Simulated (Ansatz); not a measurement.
Correlation energies of CH5NOSi by basis set

Z-matrix (Å, degrees):
```
C
O 1 1.405
H 1 1.096 2 111.5
H 1 1.092 2 108.6 3 119.2
H 1 1.096 2 111.4 3 -121.6
Si 2 1.652 1 130.3 3 60.7
N 6 1.717 2 102.4 1 0.0
H 7 1.008 6 120.1 2 -179.9
H 7 1.009 6 128.2 2 0.0
```

Total charge 0; spin multiplicity 1. The bonds changed during the relaxation, so this is another structure than the one it started from. All single points use the PBE0-D4/def2-TZVP geometry. It is one conformer, not always the lowest. Frozen core, restricted reference, Ansatz 0.2.0. CBS rows extrapolate triple and quadruple zeta; past MP2 they add the triple-zeta difference.

| basis | HF (Eh) | MP2 corr. | CCSD corr. | (T) | CCSD(T) total |
| --- | --- | --- | --- | --- | --- |
| def2-SVP | ? | ? | -0.61917 | -0.01682 | ? |
| def2-TZVPP | ? | -0.72830 | -0.75981 | -0.02988 | ? |
| def2-QZVPP | ? | -0.78215 | – | – | – |
| CBS(def2) | -459.16629 | -0.82205 | -0.85356 | as TZ | -460.04973 |

(1) Fill in the withheld values. (An estimate is asked.)

Results:

(1) Computed: def2-SVP HF (Eh): -458.83117; def2-SVP MP2 corr.: -0.57835; def2-SVP CCSD(T) total: -459.46716; def2-TZVPP HF (Eh): -459.14618; def2-TZVPP CCSD(T) total: -459.93587; def2-QZVPP HF (Eh): -459.16386.
